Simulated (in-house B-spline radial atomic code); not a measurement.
Relativistic effects in the zirconium ion Zr⁷⁺, [Ar] 3d10 4s2 4p3: non-relativistic Hartree-Fock (point nucleus) against Dirac-Hartree-Fock (Fermi nucleus of rms radius 4.2694 fm), both averages of the configuration, computed with a radial B-spline atomic code at the basis-set limit.

```json
{"orbital": "1s1/2", "ε NR (Eh)": "-654.7", "ε Dirac (Eh)": "?", "<r> NR (bohr)": "0.03814", "<r> Dirac (bohr)": "?", "change of <r> (%)": "?"}
{"orbital": "2s1/2", "ε NR (Eh)": "-95.32", "ε Dirac (Eh)": "-98.799", "<r> NR (bohr)": "0.1669", "<r> Dirac (bohr)": "0.1619", "change of <r> (%)": "-3.0"}
{"orbital": "2p1/2", "ε NR (Eh)": "-87.425", "ε Dirac (Eh)": "-90.459", "<r> NR (bohr)": "0.1437", "<r> Dirac (bohr)": "0.1387", "change of <r> (%)": "-3.5"}
{"orbital": "2p3/2", "ε NR (Eh)": "-87.425", "ε Dirac (Eh)": "-87.28", "<r> NR (bohr)": "0.1437", "<r> Dirac (bohr)": "0.143", "change of <r> (%)": "-0.5"}
{"orbital": "3s1/2", "ε NR (Eh)": "-19.901", "ε Dirac (Eh)": "?", "<r> NR (bohr)": "0.4654", "<r> Dirac (bohr)": "?", "change of <r> (%)": "?"}
{"orbital": "3p1/2", "ε NR (Eh)": "-16.857", "ε Dirac (Eh)": "-17.381", "<r> NR (bohr)": "0.4636", "<r> Dirac (bohr)": "0.4521", "change of <r> (%)": "-2.5"}
{"orbital": "3p3/2", "ε NR (Eh)": "-16.857", "ε Dirac (Eh)": "-16.853", "<r> NR (bohr)": "0.4636", "<r> Dirac (bohr)": "0.4619", "change of <r> (%)": "-0.4"}
{"orbital": "3d3/2", "ε NR (Eh)": "-11.366", "ε Dirac (Eh)": "-11.311", "<r> NR (bohr)": "0.447", "<r> Dirac (bohr)": "0.4459", "change of <r> (%)": "-0.2"}
{"orbital": "3d5/2", "ε NR (Eh)": "-11.366", "ε Dirac (Eh)": "-11.215", "<r> NR (bohr)": "0.447", "<r> Dirac (bohr)": "0.4492", "change of <r> (%)": "+0.5"}
{"orbital": "4s1/2", "ε NR (Eh)": "-5.7088", "ε Dirac (Eh)": "-5.8234", "<r> NR (bohr)": "1.16", "<r> Dirac (bohr)": "1.139", "change of <r> (%)": "-1.8"}
{"orbital": "4p1/2", "ε NR (Eh)": "-4.8415", "ε Dirac (Eh)": "-4.9225", "<r> NR (bohr)": "1.235", "<r> Dirac (bohr)": "1.214", "change of <r> (%)": "-1.7"}
{"orbital": "4p3/2", "ε NR (Eh)": "-4.8415", "ε Dirac (Eh)": "-4.8379", "<r> NR (bohr)": "1.235", "<r> Dirac (bohr)": "1.233", "change of <r> (%)": "-0.2"}
```

Q: What happens to 3s1/2?

A: Its energy goes to -20.554 hartree and <r> to 0.4542 bohr (-2.40 %).

Q: What happens to 1s1/2?

A: Its energy goes to -669.54 hartree and <r> to 0.03705 bohr (-2.84 %).

Q: What explains the pattern of contraction and expansion?

A: Expansion is seen in 3d5/2. The s and p1/2 orbitals contract directly, screen the nucleus better, and so push out orbitals that have little density near the nucleus; spin-orbit coupling adds to this for j = l + 1/2 and opposes it for j = l - 1/2.

Q: By how much does the total energy change?

A: By -58.08 hartree, from -3525.671 to -3583.751.
